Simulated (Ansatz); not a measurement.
Input file for Ansatz (a first-principles code): R-B3LYP/def2-TZVPP on C2H4F2 (SMILES FCCF), a point of a torsion scan.

Ansatz 0.2 input:
```yaml
crystal:
  periodic: [false, false, false]
  atoms:
    - {symbol: F, position_ang: [1.38917384, 0.67391880, -0.81613113]}
    - {symbol: C, position_ang: [0.74617156, -0.14582998, 0.07329981]}
    - {symbol: C, position_ang: [-0.76250380, 0.02085626, -0.02806183]}
    - {symbol: F, position_ang: [-1.26184705, -0.68614037, -1.08983166]}
    - {symbol: H, position_ang: [1.09366235, 0.13384663, 1.07236186]}
    - {symbol: H, position_ang: [1.03951905, -1.17262878, -0.16622633]}
    - {symbol: H, position_ang: [-1.24972908, -0.36852917, 0.87088770]}
    - {symbol: H, position_ang: [-1.02640455, 1.07077398, -0.18859823]}
basis:
  gaussian:
    orbitals: def2-TZVPP
hamiltonian:
  xc: {name: B3LYP}
scf: {lower_state_search: off}
```

The head of its log:

```
WARN ansatz: RAYON_NUM_THREADS=1 ignored (pool sized by the plan → 1); use --threads N
Functional definition: B3LYP
these checks for a lower state are left out or cut short: stability, starts, cluster_reference, orbital_swaps, neighbouring_geometries, increment
integrals: 0.07 GiB planned
908 factors; their error is unknown
mean field: 0.71 GiB planned
mean field evaluation 1: about -7572.5883 eV, gradient 4.2e1 eV
mean field evaluation 2: about -7572.1520 eV, gradient 4.6e1 eV
```

Task: Predict the final total energy.

Result: -278.4172 hartree.
